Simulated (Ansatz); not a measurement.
C4H10O2S, SMILES `CCS(=O)(=O)CC` at its PBE0-D4/def2-TZVP geometry, where that method's forces vanish. Charge 0, multiplicity 1.

| atom | x (Å) | y (Å) | z (Å) |
| --- | --- | --- | --- |
| C1 | -0.270 | 1.112 | -1.731 |
| C2 | 0.139 | -0.305 | -1.393 |
| S3 | -0.769 | -1.020 | -0.036 |
| O4 | -0.230 | -2.336 | 0.190 |
| O5 | -2.173 | -0.854 | -0.304 |
| C6 | -0.379 | -0.014 | 1.382 |
| C7 | 1.084 | -0.033 | 1.770 |
| H8 | 0.012 | 1.815 | -0.944 |
| H9 | 0.225 | 1.433 | -2.650 |
| H10 | -1.348 | 1.176 | -1.881 |
| H11 | 1.199 | -0.406 | -1.154 |
| H12 | -0.082 | -1.000 | -2.208 |
| H13 | -1.014 | -0.454 | 2.156 |
| H14 | -0.760 | 0.988 | 1.175 |
| H15 | 1.437 | -1.058 | 1.885 |
| H16 | 1.707 | 0.467 | 1.026 |
| H17 | 1.224 | 0.489 | 2.719 |

**Question.** For each bond, give half the difference of the two atoms' forces along it (eV/Å; positive pushes the atoms apart) under PBE-D4, r2SCAN-D4, B3LYP-D4, ωB97M-V in def2-TZVPP. (Best estimate.)

**Answer.** Ansatz gave: 
```json
{"bond": "C1–C2", "length (Å)": "1.514", "PBE-D4": "-0.05", "r2SCAN-D4": "0.10", "B3LYP-D4": "0.19", "ωB97M-V": "0.23"}
{"bond": "C1–H9", "length (Å)": "1.092", "PBE-D4": "0.09", "r2SCAN-D4": "-0.04", "B3LYP-D4": "-0.08", "ωB97M-V": "-0.08"}
{"bond": "C1–H10", "length (Å)": "1.091", "PBE-D4": "0.12", "r2SCAN-D4": "-0.03", "B3LYP-D4": "-0.07", "ωB97M-V": "-0.08"}
{"bond": "C2–S3", "length (Å)": "1.782", "PBE-D4": "-0.06", "r2SCAN-D4": "0.04", "B3LYP-D4": "0.10", "ωB97M-V": "-0.03"}
{"bond": "C2–H11", "length (Å)": "1.092", "PBE-D4": "0.08", "r2SCAN-D4": "-0.06", "B3LYP-D4": "-0.13", "ωB97M-V": "-0.10"}
{"bond": "C2–H12", "length (Å)": "1.094", "PBE-D4": "0.11", "r2SCAN-D4": "-0.04", "B3LYP-D4": "-0.13", "ωB97M-V": "-0.11"}
{"bond": "S3–O4", "length (Å)": "1.439", "PBE-D4": "0.75", "r2SCAN-D4": "0.24", "B3LYP-D4": "0.21", "ωB97M-V": "0.05"}
{"bond": "S3–O5", "length (Å)": "1.439", "PBE-D4": "0.75", "r2SCAN-D4": "0.24", "B3LYP-D4": "0.21", "ωB97M-V": "0.05"}
{"bond": "S3–C6", "length (Å)": "1.782", "PBE-D4": "-0.06", "r2SCAN-D4": "0.04", "B3LYP-D4": "0.10", "ωB97M-V": "-0.03"}
{"bond": "C6–C7", "length (Å)": "1.514", "PBE-D4": "-0.05", "r2SCAN-D4": "0.10", "B3LYP-D4": "0.19", "ωB97M-V": "0.23"}
{"bond": "C6–H13", "length (Å)": "1.094", "PBE-D4": "0.11", "r2SCAN-D4": "-0.04", "B3LYP-D4": "-0.13", "ωB97M-V": "-0.11"}
{"bond": "C6–H14", "length (Å)": "1.092", "PBE-D4": "0.08", "r2SCAN-D4": "-0.06", "B3LYP-D4": "-0.13", "ωB97M-V": "-0.10"}
{"bond": "C7–H15", "length (Å)": "1.091", "PBE-D4": "0.12", "r2SCAN-D4": "-0.03", "B3LYP-D4": "-0.07", "ωB97M-V": "-0.08"}
{"bond": "C7–H17", "length (Å)": "1.092", "PBE-D4": "0.09", "r2SCAN-D4": "-0.04", "B3LYP-D4": "-0.08", "ωB97M-V": "-0.08"}
```

B3LYP here is the variant with VWN-RPA as its local correlation; programs differ in this.
